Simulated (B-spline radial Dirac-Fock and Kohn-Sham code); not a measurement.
# Kohn-Sham estimates against Dirac-Fock for the levels of Dy¹³⁺

System: the Dy¹³⁺ ion in the configuration [Kr] 4d10 4f6 5s1.

The density-functional columns are spherical, spin-unpolarised Dirac-Kohn-Sham results without Breit or QED terms: −ε is minus the orbital energy of the initial state and ΔSCF the difference of two total energies. The reference in the last column comes from ΔSCF Dirac-Fock with Breit, self-energy and vacuum polarisation, finite nucleus, configuration average. All numbers are from a radial atomic solver, in eV; a selection of levels is shown. The Kohn-Sham columns are given as differences from the reference. For the 1s level of heavy atoms much of the gap between ΔSCF and the reference is the Breit and QED part, -238.7 eV here; for other levels the error of the functional can be larger.

| level | LDA −ε − DF | LDA ΔSCF − DF | Dirac-Fock |
| --- | --- | --- | --- |
| K | -258.6 | +226.1 | 54064.4 |
| L1 | -154.9 | -60.0 | 9330.4 |
| L2 | -115.0 | +3.5 | 8858.7 |
| L3 | -123.4 | -16.9 | 8067.7 |
| M1 | -81.4 | -47.2 | 2327.4 |
| M2 | -66.0 | -30.1 | 2122.9 |
| M3 | -65.1 | -31.2 | 1956.0 |
| M4 | -45.0 | -6.3 | 1609.3 |
| M5 | -45.7 | -7.8 | 1573.8 |
| N2 | -33.6 | -15.5 | 605.4 |
| N3 | -33.6 | -16.1 | 566.8 |
| N4 | -20.6 | -3.5 | 429.1 |
| N5 | -20.7 | -3.8 | 422.0 |
| N6,7 | -12.9 | +3.1 | 260.8 |
| O1 | -4.7 | +5.4 | 266.9 |

Values without a named source are computed, but for edge energies of neutral atoms, which are taken from tables.
